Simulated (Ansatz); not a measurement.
The cluster K3⁺, relaxed as a quintet with UKS PBE/def2-TZVP in Ansatz, starting from the PBE/def2-TZVP geometry of the charge +1 singlet. Force threshold 0.02 eV/Å.

An occupied level of the charge 1 quintet lies above an empty one (by up to 0.04 eV), so this SCF solution is probably not the lowest. The gap within one spin of the charge 1 quintet nearly closes, so an electron or hole may be smeared out by delocalisation error. At PBE/def2-TZVP a singlet of charge 1 lies 18.67 eV below the quintet, each at its own geometry. The structure comes from a short search, and lower isomers may exist.

Start:

| atom | x (Å) | y (Å) | z (Å) |
| --- | --- | --- | --- |
| K1 | 0.418 | -1.833 | -1.708 |
| K2 | -0.956 | -0.582 | 2.279 |
| K3 | 0.538 | 2.415 | -0.571 |

**Question.** Estimate the energy that the relaxation releases and the steps that it takes.

**Answer.** 0.05 eV, in 4 steps; 20 s on 4 threads of Intel Xeon 6975P-C on a shared host. No frequencies were taken in this run, so the end may be a saddle point.

**Question.** Does the start keep its bonding and symmetry?

**Answer.** By distances, no bond broke or formed. The bond that changes most is K2–K3, from 4.40 to 4.81 Å (atoms count from 1). Point group D3h at the start, D3h at the end, both within 0.05 Å.

**Question.** Predict the relaxed structure.

**Answer.** 
```xyz
3

K     0.457   -2.004   -1.868
K    -1.046   -0.638    2.493
K     0.588    2.642   -0.625
```
Bond lengths (bridged metal pairs left out): 3 × K–K 4.81 Å.
